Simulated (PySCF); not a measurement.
Delta-SCF ions had no search for a lower state. Excitations are Tamm–Dancoff values on a coarser integration grid. The basis has no diffuse functions, so Rydberg states are missing or too high.

C2H2N2O, SMILES `N#C/N=C\O` (charge 0, multiplicity 1)

These are PBE-D3(BJ)/def2-TZVP (PySCF) values and carry that method's errors.

The HOMO comes out as -7.36 eV and the dipole moment comes out as 3.63 D. The HOMO–LUMO gap comes out as 4.54 eV and the LUMO is -2.82 eV. The S1 excitation (TDA) comes out as 4.70 eV, the S1 oscillator strength is 0.002 and the brightest of the four lowest singlets (TDA) is 6.03 eV. The T1 excitation (TDA) is 3.95 eV. The S1–T1 gap (TDA) is 0.75 eV and the vertical ionisation energy (Delta-SCF) is 10.83 eV. The total energy is -7127.48 eV and the cost is roughly 120 core-seconds.

```xyz
7

N      2.3421     0.4130    -0.1950
C      1.3687    -0.2332    -0.0882
N      0.2886    -1.0074     0.0334
C     -0.8606    -0.4203     0.0862
O     -1.1102     0.8884     0.0334
H     -1.7710    -1.0150     0.1856
H     -0.2576     1.3746    -0.0555
```
Charge 0, spin multiplicity 1.
